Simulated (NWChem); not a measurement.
Species: C₄H₄F₂; SMILES C(=C)(C(=C)F)F

```xyz
10

C      1.3721    -1.2589     0.0000
C      0.1561    -0.7145     0.0000
F     -0.9515    -1.4892     0.0000
C     -0.1561     0.7145     0.0000
C     -1.3721     1.2589     0.0000
F      0.9515     1.4892     0.0000
H      1.4971    -2.3351     0.0000
H      2.2499    -0.6265     0.0000
H     -2.2499     0.6265     0.0000
H     -1.4971     2.3351     0.0000
```
Atoms are numbered in this order, from 1.

Level: B3LYP/6-31G* (spherical d) (NWChem), optimised geometry, unscaled harmonic frequencies. B3LYP is NWChem's, with the RPA form of VWN correlation.

| frequency (cm⁻¹) | IR intensity (km/mol) |
|---|---|
| 100 | 2.5 |
| 251 | 1.9 |
| 369 | 0.0 |
| 383 | 0.0 |
| 501 | 11.2 |
| 507 | 0.0 |
| 697 | 0.0 |
| 731 | 0.6 |
| 766 | 0.0 |
| 795 | 0.0 |
| 882 | 116.7 |
| 885 | 0.0 |
| 966 | 50.9 |
| 966 | 0.0 |
| 1216 | 128.4 |
| 1395 | 0.0 |
| 1425 | 16.9 |
| 1449 | 0.0 |
| 1704 | 128.8 |
| 1757 | 0.0 |
| 3212 | 0.0 |
| 3213 | 3.6 |
| 3307 | 0.0 |
| 3307 | 0.6 |

zero-point energy: 44.0 kcal/mol
thermal correction to the enthalpy at 298.15 K (with zero-point energy): 48.2 kcal/mol
heat capacity Cv: 20.6 cal/(mol K)
entropy at 298.15 K and 1 atm (symmetry number 2): 74.8 cal/(mol K)
dipole moment: 0.00 D

Rigid rotor and harmonic oscillator; modes under 100 cm⁻¹ make the entropy uncertain.
